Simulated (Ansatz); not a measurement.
Cost and result for the atomization energy of C$_{3}$H$_{9}$FOSn, SMILES `CC[O][SnH]([CH3])[F]` (15 atoms, 14 bonds).

```xyz
15

C    -1.624   -1.094    1.437
C    -0.937    0.255    1.455
O    -0.518    0.682    0.176
Sn    0.897   -0.203   -0.836
C     1.548    1.229   -2.247
F     2.304   -0.452    0.461
H    -0.936   -1.890    1.134
H    -2.468   -1.088    0.744
H    -1.997   -1.347    2.433
H    -0.090    0.234    2.153
H    -1.634    1.017    1.821
H     0.480   -1.790   -1.299
H     0.708    1.876   -2.498
H     1.927    0.747   -3.147
H     2.339    1.822   -1.787
```

Total charge 0; spin multiplicity 1. Correlated methods include outer-core shells of Sn, which these sets cover unevenly. Sn takes the def2 core potential. Geometry: relaxed with PBE0-D4/def2-TZVP. It is one conformer, not always the lowest. Program: Ansatz. All runs use 2 threads of an AMD EPYC 7R13 on a shared host and a share of an NVIDIA H100 80 GB. Times are those of one run each, without the atoms' runs, and a repeat can differ threefold. Electronic energies, without spin–orbit coupling; frozen cores. CCSD(T)/CBS adds CCSD(T) − MP2 in def2-TZVPP to the MP2 limit, and its time is that of the two runs behind it. T1 = 0.013. With those shells the extrapolation isn't a true limit. B3LYP takes the VWN-RPA correlation (the form of Gaussian; ORCA's B3LYP/G).

CCSD(T)/CBS is a level of theory with its own doubt, some kJ/mol a heavy atom from the limit and from the frozen cores, so smaller differences don't rank the functionals.

```csv
level,functions,wall time
PBE-D4/def2-TZVPP (with forces),331,4.6 s
r2SCAN-D4/def2-TZVPP (with forces),331,6.5 s
B2PLYP/def2-TZVPP,331,8 s
PBE0-D4/def2-TZVPP,331,9 s
B3LYP-D4/def2-TZVPP (with forces),331,10 s
MP2/def2-QZVPP,637,11 s
ωB97X-V/def2-TZVPP,331,11 s
ωB97M-V/def2-TZVPP (with forces),331,13 s
CCSD(T)/def2-TZVPP,331,28 s
CCSD(T)/CBS(def2),–,38 s
```

(1) What atomization energy does each give, and how far from CCSD(T)/CBS? (Estimate.)

Results:

(1) Computed: 
| level | atomization (kcal/mol) | difference from CCSD(T)/CBS | per bond |
| --- | --- | --- | --- |
| PBE-D4/def2-TZVPP (with forces) | 1327.3 | 13.4 | 1.0 |
| r2SCAN-D4/def2-TZVPP (with forces) | 1308.1 | -5.8 | -0.4 |
| B2PLYP/def2-TZVPP | 1291.5 | -22.4 | -1.6 |
| PBE0-D4/def2-TZVPP | 1303.7 | -10.2 | -0.7 |
| B3LYP-D4/def2-TZVPP (with forces) | 1303.4 | -10.5 | -0.8 |
| MP2/def2-QZVPP | 1314.5 | 0.6 | 0.0 |
| ωB97X-V/def2-TZVPP | 1311.3 | -2.6 | -0.2 |
| ωB97M-V/def2-TZVPP (with forces) | 1307.6 | -6.3 | -0.5 |
| CCSD(T)/def2-TZVPP | 1279.0 | -34.9 | -2.5 |
| CCSD(T)/CBS(def2) | 1313.9 | 0.0 | 0.0 |

The D4 term adds +11.4 kcal/mol with B3LYP and +6.1 kcal/mol with PBE0; it sums over pairs of atoms, weighted by their polarisabilities, and B3LYP, whose exchange is more repulsive, gets the larger term. In def2-TZVPP, CCSD(T) changes the Hartree–Fock value by +327.8 kcal/mol (the triples alone add +18.6 kcal/mol) and MP2 by +342.3 kcal/mol; breaking electron pairs costs correlation energy, which Hartree–Fock lacks. From PBE to PBE0 (25 % exact exchange), in def2-TZVPP and without D4, the atomization energy moves by −22.6 kcal/mol: exact exchange takes away binding that semilocal exchange gives to molecules.

Spin–orbit coupling would lower the free Sn atoms strongly, and the atomization energy with them, by more than many differences here. For some Ge, Se and Sn compounds the MP2-based and the directly extrapolated limit differ by 10 to 25 kJ/mol.
